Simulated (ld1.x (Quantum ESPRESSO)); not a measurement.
phosphorus: variants of one TM semilocal potential

Base potential:

P (Z = 15), norm-conserving Troullier–Martins (semilocal form), made with ld1.x (Quantum ESPRESSO) 7.5 (PBE, scalar-relativistic). Core [Ne], reference 3s1.75 3p3.25. Waves: 3s (bound): rc 1.45 bohr; 3p (bound): rc 1.85 bohr; 3d channel at 0.4 Ry: rc 1.55 bohr. Local part: the d channel. Core correction: none.

All-electron outer shells of the reference configuration (PBE, scalar-relativistic, ld1.x):

```csv
shell,level (eV),outermost node (bohr),outermost maximum (bohr)
2s,-174.38,0.14,0.42
2p,-124.88,–,0.36
3s,-14.15,0.65,1.58
3p,-5.65,0.64,1.83
```

Cutoffs, loose and tight: the cutoffs (Ry, on a coarse ladder) from which the occupation-weighted sum of valence levels, in a spherical-Bessel basis at the reference potential, stays within 10 and 1 mRy of its value at 400 Ry. They do not see the model core or the augmentation charge, which bear on the density cutoff. Test errors are all-electron minus pseudo excitation energies from the reference, over the configurations 3s2 3p3; 3s2 3p2; 3s2 3p1; 3s1 3p4; 3s0 3p5; 3s2 3p3.3; 3s2 3p2.5. A dash means not determined; rows that change the core or the reference have their own tests.

A semilocal file is local in each channel, so a ghost entry of none says nothing of the separable form that plane-wave codes build from it.

| change | outcome | cutoff, loose | cutoff, tight | bound ghosts | largest test error (meV) |
| --- | --- | --- | --- | --- | --- |
| base | generated | 21 Ry | 50 Ry | none | +8.7 |
| all radii scaled by about 0.77 (s 1.12, p 1.42, d 1.18 bohr) | generated | 60 Ry | 160 Ry | none | +69 |
| all radii scaled by about 0.87 (s 1.26, p 1.62, d 1.36 bohr) | generated | 40 Ry | 90 Ry | none | +17 |
| all radii scaled by about 0.92 (s 1.32, p 1.70, d 1.42 bohr) | generated | 35 Ry | 80 Ry | none | +15 |
| all radii scaled by about 1.11 (s 1.60, p 2.04, d 1.72 bohr) | generated | 21 Ry | 45 Ry | none | +8.2 |
| all radii scaled by about 1.21 (s 1.76, p 2.24, d 1.88 bohr) | generated | 18 Ry | 45 Ry | none | +12 |
| all radii scaled by about 1.27 (s 1.84, p 2.36, d 1.98 bohr) | generated | 18 Ry | 40 Ry | none | +15 |
| all radii scaled by about 1.38 (s 2.00, p 2.56, d 2.14 bohr) | generated | 15 Ry | 35 Ry | none | +21 |

Reading the sweep of the scale of all radii (base = 1) (base included, trends over the rows without a ghost): The loose cutoff falls from 60 Ry at 0.77 to 15 Ry at 1.38. A larger radius leaves more room for a smooth pseudo-wave, so fewer plane waves are needed; a smaller one forces it to follow the all-electron wave where it bends sharply. The median size of the test errors (rows with all tests solved) is not monotonic: lowest 0.2 meV at 1, highest 5.3 meV at 0.77.
